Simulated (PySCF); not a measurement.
**Magnetic susceptibility: `CO[C@@H]1[C@H](C)[C@H]1[SiH3]`, C5H12OSi**

Molfile (atoms numbered from 1):
```
C5H12OSi
     RDKit          3D

 19 19  0  0  0  0  0  0  0  0999 V2000
    2.5819    0.0667    0.2837 C   0  0  0  0  0  0  0  0  0  0  0  0
    1.4816    0.9217    0.0899 O   0  0  0  0  0  0  0  0  0  0  0  0
    0.4261    0.2971   -0.5680 C   0  0  2  0  0  0  0  0  0  0  0  0
   -0.9625    0.7885   -0.3229 C   0  0  2  0  0  0  0  0  0  0  0  0
   -1.2044    1.9402    0.6177 C   0  0  0  0  0  0  0  0  0  0  0  0
   -0.5406   -0.5553    0.2234 C   0  0  1  0  0  0  0  0  0  0  0  0
   -1.2107   -2.1640   -0.4723 Si  0  0  0  0  0  4  0  0  0  0  0  0
    2.3060   -0.8087    0.8836 H   0  0  0  0  0  0  0  0  0  0  0  0
    3.3384    0.6469    0.8087 H   0  0  0  0  0  0  0  0  0  0  0  0
    2.9860   -0.2800   -0.6758 H   0  0  0  0  0  0  0  0  0  0  0  0
    0.6847   -0.0353   -1.5746 H   0  0  0  0  0  0  0  0  0  0  0  0
   -1.6241    0.7770   -1.1822 H   0  0  0  0  0  0  0  0  0  0  0  0
   -1.1585    2.8841    0.0775 H   0  0  0  0  0  0  0  0  0  0  0  0
   -0.4439    1.9537    1.3935 H   0  0  0  0  0  0  0  0  0  0  0  0
   -2.1866    1.8525    1.0805 H   0  0  0  0  0  0  0  0  0  0  0  0
   -0.3432   -0.5420    1.2904 H   0  0  0  0  0  0  0  0  0  0  0  0
   -1.3538   -2.0395   -1.9246 H   0  0  0  0  0  0  0  0  0  0  0  0
   -0.2711   -3.2460   -0.1638 H   0  0  0  0  0  0  0  0  0  0  0  0
   -2.5151   -2.4483    0.1277 H   0  0  0  0  0  0  0  0  0  0  0  0
  1  2  1  0
  2  3  1  0
  3  4  1  0
  4  5  1  0
  4  6  1  0
  6  7  1  0
  6  3  1  0
  1  8  1  0
  1  9  1  0
  1 10  1  0
  3 11  1  6
  4 12  1  6
  5 13  1  0
  5 14  1  0
  5 15  1  0
  6 16  1  1
  7 17  1  0
  7 18  1  0
  7 19  1  0
M  END
```

Theory: PySCF 2.14.0, GIAO CAM-B3LYP/pcSseg-1 magnetisability, rotational g tensor and spin-rotation constants, non-relativistic, gas phase. Geometry: GFN2-xTB.

What are the magnetisability and the molar susceptibility?

Isotropic -1413 × 10⁻³⁰ J/T², or -85.1 × 10⁻⁶ cm³/mol; principal values -1524, -1399, -1317 × 10⁻³⁰ J/T², anisotropy 181 × 10⁻³⁰ J/T² (root of half the summed squared differences of the principal values). The susceptibility is in cgs units.

Split it along the inertial axes a, b, c into diamagnetic and paramagnetic parts about the centre of mass, with the quadrupole moment.


| axis | χ (10⁻⁶ cm³/mol) | diamagnetic (10⁻⁶ cm³/mol) | paramagnetic (10⁻⁶ cm³/mol) | summed x² of all electrons (Å²) | quadrupole Θ (D Å) |
| --- | --- | --- | --- | --- | --- |
| a | -87.8 | -620.0 | 532.1 | 186.4 | -4.86 |
| b | -84.4 | -910.2 | 825.8 | 118.0 | +3.73 |
| c | -83.0 | -1291.3 | 1208.3 | 28.1 | +1.12 |

Anisotropies 2χaa − χbb − χcc = -8.3 and 2χbb − χaa − χcc = +2.0 × 10⁻⁶ cm³/mol. Θ is traceless in Buckingham's convention.

And the rotational g tensor?


| axis | rotational constant (GHz) | g | nuclear part | electronic part |
| --- | --- | --- | --- | --- |
| a | 2.5833 | -0.0048 | 0.6410 | -0.6458 |
| b | 1.5338 | -0.0089 | 0.5861 | -0.5950 |
| c | 1.0509 | -0.0061 | 0.5905 | -0.5965 |

Asymmetric top; isotopes 12C, 1H, 16O, 28Si; no vibrational averaging.
